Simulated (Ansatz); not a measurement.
`FBC(F)Cl` + H₂Se → `FB[SeH]` + `FCCl` at 500 K and 1 bar (ligand exchange at a B–C bond).

Isolated molecules relaxed with PBE0-D4/def2-TZVP in Ansatz; ΔE leaves out vibrations. CBS: MP2 limit from def2 TZ/QZ plus the TZ coupled-cluster correction, frozen cores. This one scheme is used for every species. For Se outer-core shells are correlated without core-valence functions, which leaves a few kJ/mol of doubt a bond. Scalar relativity is left out up to krypton. One conformer a species, not always the lowest.

```tsv
species	CCSD(T)/CBS energy (Eh)	H − E (kJ/mol)	S (J/(mol·K))
`FBC(F)Cl`	-723.44862	130.7	366.6
H₂Se	-2401.89790	53.1	237.8
`FB[SeH]`	-2526.56401	88.4	315.6
`FCCl`	-598.81139	104.1	292.1
```

H − E and S are ideal-gas, rigid-rotor, harmonic terms from PBE0-D4/def2-TZVP, for one conformer and one mirror image of each species. 1 Eh = 2625.50 kJ/mol, R = 8.31446 J/(mol·K).

Q: By hand: ΔE, ΔH, ΔS and ΔG.

A: ΔE = (-2526.56401) + (-598.81139) − (-723.44862) − (-2401.89790) = -0.02888 Eh = -75.8 kJ/mol. Δ(H − E) = 88.4 + 104.1 − 130.7 − 53.1 = 8.7, so ΔH = -67.1 kJ/mol. ΔS = 315.6 + 292.1 − 366.6 − 237.8 = 3.3 J/(mol·K). ΔG = -67.1 − 500 × (3.3)/1000 = -68.8 kJ/mol.

Q: By hand: the equilibrium constant, and the temperature at which ΔG would vanish if ΔH and ΔS stayed fixed.

A: log₁₀ K = −ΔG/(RT ln 10) = 7.2. ΔH and −TΔS have one sign here, so there is no such temperature. One of them is within its doubt of zero, so this could turn.

The number of gas molecules stays the same, so ΔS is small and ΔH decides. A doubt of 5 kJ/mol in ΔE shifts log₁₀ K by 0.5 here. Other conformers and mirror images would add mixing entropy, several J/(mol·K) or more a flexible species. These are equilibria of isolated gas molecules and say nothing of rates. Largest T1 diagnostic: 0.013 (customary marks: 0.02 for closed shells, 0.045 for open ones).
